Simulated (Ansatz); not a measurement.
Energy difference R1 → 2 P1, each structure at its B3LYP-D3(BJ)/def2-TZVP stationary point, reached from a drawn start (curvature not checked).
R1: O2 (SMILES O=O), charge 0, multiplicity 3.
P1: O atom, charge 0, multiplicity 3.

P less R. No zero-point or thermal terms; open shells are unrestricted; no spin–orbit coupling.

Correlated levels freeze the cores.

Run with Ansatz (a program for electronic structure). No computed number here is a measurement.

Task: What is the computed reaction energy (CCSD(T)/cc-pVQZ)?

Result: 117.2 kcal/mol

Task: Predict the reaction energy from HF/cc-pVDZ.

Result: 27.6 kcal/mol

Task: Give the reaction energy at the level SCS-MP2/cc-pVTZ.

Result: 114.2 kcal/mol
